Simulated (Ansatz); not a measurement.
In₁₀Sb₁₁H₂₈, a nanocrystal cut from wurtzite InSb (hydrogen-capped). The state is a doublet with charge 0. Geometry PBE-D4/def2-SVP, that of the charge +1 singlet; atoms count from 1.

```xyz
49

Sb    3.394   -4.038   -0.890
In    2.061   -2.279   -2.912
Sb   -3.053   -3.293   -1.377
In   -4.844   -1.576   -3.051
Sb    0.274   -3.913    2.000
In    3.155   -3.943    1.961
In   -1.294   -2.020    0.465
Sb    0.566   -0.607   -1.107
Sb   -3.680    0.817   -1.859
In   -0.959    1.336   -2.585
Sb    3.651   -1.115    2.193
In    2.185    0.865    0.665
Sb    3.883    2.452   -0.980
Sb    0.000    3.866   -1.648
In    2.642    4.626   -2.622
Sb   -2.588   -0.365    2.335
In   -4.432    1.274    0.840
In   -0.367    0.157    4.130
Sb    0.675    2.339    2.523
Sb   -3.287    3.875    1.344
In   -0.493    4.538    1.066
H     3.139   -5.705   -1.215
H     5.098   -4.093   -1.104
H     0.963   -3.394   -3.654
H     3.410   -1.366   -3.503
H    -2.012   -4.340   -2.254
H    -3.834   -4.528   -0.475
H    -4.171   -1.768   -4.631
H    -6.389   -1.854   -2.330
H    -0.158   -5.489    1.461
H    -0.341   -4.092    3.590
H     3.972   -5.005    3.055
H    -4.520    2.107   -2.631
H    -0.724    1.171   -4.307
H     5.312   -0.957    1.771
H     3.834   -0.635    3.828
H     4.777    1.284   -1.865
H     5.176    2.936    0.041
H    -1.058    4.976   -2.432
H     2.814    4.021   -4.231
H     3.150    6.048   -1.781
H    -3.590   -1.531    3.110
H    -6.077    1.109    1.369
H     0.738   -1.143    3.661
H    -0.860    0.642    5.714
H     1.950    3.059    3.427
H    -4.145    4.978    0.347
H    -3.878    4.484    2.838
H    -0.065    6.091    1.712
```

In the def2 sets In, Sb take a core potential; there is no spin–orbit coupling. Single mean-field runs in def2-SVP are fitted with def2-universal-jkfit.

(1) Estimate the Mulliken populations of the heavy atoms from the PBE0/def2-SVP orbitals of Ansatz.

(2) Where does the spin sit?

(3) And the Mayer bond orders between heavy atoms (over 0.3)?

Answers

(1) 
```tsv
atom	charge (e)	spin (α − β)
Sb1	-0.02	0.03
In2	0.24	-0.01
Sb3	0.02	0.07
In4	0.22	0.06
Sb5	0.05	0.00
In6	0.17	0.11
In7	0.08	0.14
Sb8	-0.31	0.04
Sb9	-0.17	0.00
In10	0.23	0.02
Sb11	0.05	0.00
In12	0.08	0.14
Sb13	0.02	0.07
Sb14	-0.17	0.00
In15	0.22	0.06
Sb16	-0.15	0.05
In17	0.22	0.02
In18	0.23	0.00
Sb19	-0.15	0.05
Sb20	0.03	0.01
In21	0.22	0.02
```
Mulliken values depend strongly on the basis.

(2) Summed by element: Sb 0.31, In 0.58, H 0.11, of 1 unpaired in all. Largest on single atoms: In7 0.14, In12 0.14, In6 0.11.

(3) Sb1–In2 0.52 (2.99 Å); Sb1–In6 0.74 (2.86 Å); In2–Sb8 0.71 (2.88 Å); Sb3–In4 0.57 (2.99 Å); Sb3–In7 0.66 (2.85 Å); In4–Sb9 0.67 (2.92 Å); Sb5–In6 0.67 (2.88 Å); Sb5–In7 0.60 (2.90 Å); In6–Sb11 0.67 (2.88 Å); In7–Sb8 0.81 (2.82 Å); In7–Sb16 0.80 (2.81 Å); Sb8–In10 0.76 (2.88 Å); Sb8–In12 0.81 (2.82 Å); Sb9–In10 0.74 (2.86 Å); Sb9–In17 0.81 (2.84 Å); In10–Sb14 0.74 (2.86 Å); Sb11–In12 0.61 (2.90 Å); In12–Sb13 0.66 (2.85 Å); In12–Sb19 0.80 (2.81 Å); Sb13–In15 0.57 (2.99 Å); Sb14–In15 0.67 (2.92 Å); Sb14–In21 0.81 (2.84 Å); Sb16–In17 0.73 (2.88 Å); Sb16–In18 0.67 (2.90 Å); In17–Sb20 0.68 (2.89 Å); In18–Sb19 0.67 (2.90 Å); Sb19–In21 0.73 (2.88 Å); Sb20–In21 0.68 (2.89 Å).
